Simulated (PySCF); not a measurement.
**Multinuclear NMR of salicylaldehyde**

Molfile (atoms numbered from 1):
```
C7H6O2
     RDKit          3D

 15 15  0  0  0  0  0  0  0  0999 V2000
    2.4152    0.4700   -1.7272 O   0  0  0  0  0  0  0  0  0  0  0  0
    1.5665   -0.3799   -1.4995 C   0  0  0  0  0  0  0  0  0  0  0  0
    0.4990   -0.2285   -0.5375 C   0  0  0  0  0  0  0  0  0  0  0  0
   -0.4279   -1.2578   -0.3434 C   0  0  0  0  0  0  0  0  0  0  0  0
   -1.4474   -1.1236    0.5705 C   0  0  0  0  0  0  0  0  0  0  0  0
   -1.5448    0.0603    1.3055 C   0  0  0  0  0  0  0  0  0  0  0  0
   -0.6453    1.0926    1.1358 C   0  0  0  0  0  0  0  0  0  0  0  0
    0.3903    0.9630    0.2108 C   0  0  0  0  0  0  0  0  0  0  0  0
    1.2516    1.9604    0.0515 O   0  0  0  0  0  0  0  0  0  0  0  0
    1.5896   -1.3391   -2.0501 H   0  0  0  0  0  0  0  0  0  0  0  0
   -0.3253   -2.1656   -0.9301 H   0  0  0  0  0  0  0  0  0  0  0  0
   -2.1645   -1.9203    0.7202 H   0  0  0  0  0  0  0  0  0  0  0  0
   -2.3455    0.1746    2.0279 H   0  0  0  0  0  0  0  0  0  0  0  0
   -0.7212    2.0103    1.7057 H   0  0  0  0  0  0  0  0  0  0  0  0
    1.8969    1.6735   -0.6390 H   0  0  0  0  0  0  0  0  0  0  0  0
  1  2  2  0
  2  3  1  0
  3  4  2  0
  4  5  1  0
  5  6  2  0
  6  7  1  0
  7  8  2  0
  8  9  1  0
  8  3  1  0
  2 10  1  0
  4 11  1  0
  5 12  1  0
  6 13  1  0
  7 14  1  0
  9 15  1  0
M  END
```

Computational details: shielding tensors at B97-2/pcSseg-2 (GIAO), PBE0-D3(BJ)/def2-TZVP geometry, in PySCF 2.14.0 with density-fitted response routines (single conformer, relativity neglected, no solvent).

Where does $^{17}$O resonate?

Answers


```csv
atoms,environment,σ (ppm),δ (ppm)
O1,aldehyde oxygen,-213.6,476.3
O9,phenol-type oxygen,191.3,92.9
```

Shieldings were converted by a linear fit to measured shifts: $^{17}$O: δ = 274.03 − 0.947σ (rms 12.2 ppm, 99 shifts vs liquid water, solution or neat liquid). Occasional misses reach two or three times the rms, and more in compound classes unlike the fitted ones.

On a 400 MHz spectrometer $^{17}$O resonates near 54.2 MHz, so 1 ppm is 54.2 Hz.
